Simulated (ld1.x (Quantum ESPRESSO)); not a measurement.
Transferability test, RRKJ potential for Ce

- Element: cerium (Ce)
- Generator: ld1.x (Quantum ESPRESSO) 7.5
- Type: norm-conserving RRKJ (Kleinman–Bylander form)
- Functional: revPBE
- Relativity: scalar-relativistic
- Frozen core: [Kr] 4d10
- Valence charge: 12
- Reference configuration: 4f1 5s2 5p6 5d1 6s1.75 6p0.25
- Partial waves: 5s (bound): rc 2.65 bohr; 5p (bound): rc 2.15 bohr; 4f (bound): rc 1.10 bohr; 5d (bound): rc 2.95 bohr
- Local potential: the d channel
- Core correction: none

Occupied shells without a wave of their own: 6p, 6s. They enter only through the test configuration that unscreens the potential.

Energies are relative to the spin-unpolarised reference configuration 4f1 5s2 5p6 5d1 6s1.75 6p0.25; without spin polarisation the order of configurations can differ from experiment.

```csv
valence configuration,charge,ΔE all-electron (eV),error AE − PS (meV)
4f1 5s2 5p6 5d1 6s1 6p0,+1,5.404,+327
4f1 5s2 5p6 5d1 6s0 6p0,+2,16.354,+1079
4f1 5s2 5p6 5d0 6s2 6p0,+1,5.769,-211
4f2 5s2 5p6 5d1 6s0 6p0,+1,5.397,+666
4f0 5s2 5p6 5d0 6s0 6p0,+4,73.168,+2963
```

(1) What are ΔE and the potential's error for 4f1 5s2 5p6 5d1 6s2 6p0?

(2) What are ΔE and the potential's error for 4f1 5s2 5p6 5d1 6s1 6p1?

Levels in the configuration 4f1 5s2 5p6 5d1 6s1 6p0:

```tsv
level	all-electron (eV)	pseudo (eV)
4f	-11.227	-11.071
5s	-46.456	-46.291
5p	-29.092	-28.922
5d	-8.502	-8.374
6s	-8.382	-7.797
```

The potential misses its own reference levels by up to 0.4 eV.

## Answers

(1) ΔE = -0.595 eV all-electron; the error (AE − PS) is -124 meV.

(2) ΔE = 1.825 eV all-electron; the error (AE − PS) is +399 meV.

The 6p, 6s levels have no wave, so the channel is fitted at the deeper level alone: the likely source of the large errors.
